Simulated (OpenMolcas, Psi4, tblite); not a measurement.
How methods differ on C2H3ClNSi (SMILES C[Si](Cl)C#N)

C2H3ClNSi: 8 atoms, total charge 0, spin state doublet. SMILES: `C[Si](Cl)C#N`. The coordinates come from a PBE0-D4/def2-TZVP relaxation.

```xyz
8

C    -0.7109   -0.5448    0.7826
Si    0.5988    0.6482    0.2254
Cl    2.4832   -0.0928    0.5128
C     0.4057    0.9893   -1.5744
N     0.2417    1.2984   -2.6743
H    -0.6006   -1.4915    0.2468
H    -0.6260   -0.7318    1.8540
H    -1.6997   -0.1320    0.5714
```

Each level gives the dipole moment (D). The values are calculated.

| level | kind | program | value (D) | CPU time |
| --- | --- | --- | --- | --- |
| GFN1-xTB | semi-empirical | tblite | 4.15 | under 2 s |
| UHF/def2-SVP | Hartree–Fock | OpenMolcas | 3.77 | 13 s |
| USVWN5/def2-SVP | LDA | OpenMolcas | 3.68 | 36 s |
| UBLYP/def2-SVP | GGA | OpenMolcas | 3.53 | 55 s |
| U-r2SCAN/def2-SVP | meta-GGA | OpenMolcas | 3.68 | 77 s |
| UM06-L/def2-SVP | meta-GGA | OpenMolcas | 3.74 | 79 s |
| UPBE0/def2-SVP | global hybrid | OpenMolcas | 3.66 | 60 s |
| UCAM-B3LYP/def2-SVP (density fitting) | range-separated hybrid | Psi4 | 3.61 | 18 s |

The values span 3.53 to 4.15 D. Magnitudes only. CPU times are rough (shared hosts, several kinds of processor and program).
